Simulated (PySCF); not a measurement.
SMILES N#C/C=C\[SeH] (C₃H₃NSe), CAM-B3LYP/def2-SVP optimised geometry. Atoms within 1.6 Å of the plane z = 0.6 Å (x, y, z in Å): N1 (2.21, -0.95, 0.00), C2 (1.05, -0.97, 0.00), C3 (-0.38, -0.97, 0.00), C4 (-1.12, 0.15, 0.00), Se5 (-0.55, 1.94, 0.00), H6 (-0.87, -1.94, 0.00), H7 (-2.21, 0.06, 0.00), H8 (0.89, 1.63, 0.00).

Method: PySCF with CAM-B3LYP/def2-TZVP.

Map of the log10 of the electron density (e/bohr³), floored at −4 on the plane z = 0.6 Å:

```
|0000000000000000000000000|
|0000000112221100000000000|
|0000001233443210000000000|
|0000012345555432100000000|
|0000013466776543210000000|
|0000024578887654320000000|
|0000024678998776431000000|
|0000124678999876532000000|
|0000124578998876542000000|
|0001235678887766532100000|
|0002356778876655443321000|
|0002467788876555555432100|
|0013467889887666666654210|
|0002456788887778888765310|
|0001345678898888999875420|
|0000134567888889999875420|
|0000012467887778888765310|
|0000002467776666666654210|
|0000002356665455555442100|
|0000001245544333333321000|
|0000000123332111221100000|
|0000000011110000000000000|
|0000000000000000000000000|
|0000000000000000000000000|
|0000000000000000000000000|
```
Scale: ten equal steps from -4.00 (start of '0') to -0.534 (end of '9'), in the order '0123456789'; x runs from -4.50 to 4.50, y from -4.50 (bottom) to 4.50 (top).
